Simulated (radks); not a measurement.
All-electron atom: I2+ in [Kr] 4d10 5s2 5p3 (the NIST ground configuration).

All-electron calculation, Dirac Kohn-Sham, Slater X-alpha with alpha = 0.654, spin-unpolarised, spherical densities, finite nucleus; open shells are shared between the two j in proportion to 2j + 1; Fermi nuclear charge, rms radius 4.75 fm. Program: a radial shooting solver on a logarithmic mesh with Libxc functionals.

Energy parts (eV):
total: -193299.331
kinetic: 204927.519
electron-nucleus: -469227.620
Hartree: 75537.727
exchange: -4536.959

Orbitals (lengths in bohr, moments of r in powers of bohr; r(max) is where P^2 peaks):
| orbital | occ. | eigenvalue (eV) | r(max) |
|---|---|---|---|
| 1s1/2 | 2 | -32929.83 | 0.01756 |
| 2s1/2 | 2 | -5101.046 | 0.09937 |
| 2p1/2 | 2 | -4789.346 | 0.07616 |
| 2p3/2 | 4 | -4491.237 | 0.08096 |
| 3s1/2 | 2 | -1043.270 | 0.2863 |
| 3p1/2 | 2 | -914.1953 | 0.2725 |
| 3p3/2 | 4 | -858.1501 | 0.2833 |
| 3d3/2 | 4 | -629.8136 | 0.2299 |
| 3d5/2 | 6 | -618.0209 | 0.2329 |
| 4s1/2 | 2 | -198.0703 | 0.6809 |
| 4p1/2 | 2 | -153.0087 | 0.6985 |
| 4p3/2 | 4 | -141.9844 | 0.7232 |
| 4d3/2 | 4 | -69.4704 | 0.7739 |
| 4d5/2 | 6 | -67.7470 | 0.7827 |
| 5s1/2 | 2 | -34.6801 | 1.672 |
| 5p1/2 | 1 | -24.1335 | 1.885 |
| 5p3/2 | 2 | -22.8358 | 1.960 |

The highest occupied level is 5p3/2 at -22.836 eV. Summed over all electrons, <r^2> = 42.25 bohr^2, which gives a Langevin (diamagnetic) susceptibility term of -33.5 x 10^-6 cm^3/mol. For comparison, the ionisation energy in NIST's Atomic Spectra Database is 29.57 eV (measured). In exact Kohn-Sham theory the highest level is minus the ionisation energy, but local and semilocal functionals leave it too shallow, through self-interaction and a potential that decays too fast; potentials with the right tail come closer. The density falls to 0.001 e/bohr^3 at r = 3.94 bohr.

Beside tabulated values, note that spin-unpolarised runs miss the spin-polarisation part of the exchange energy of open shells.
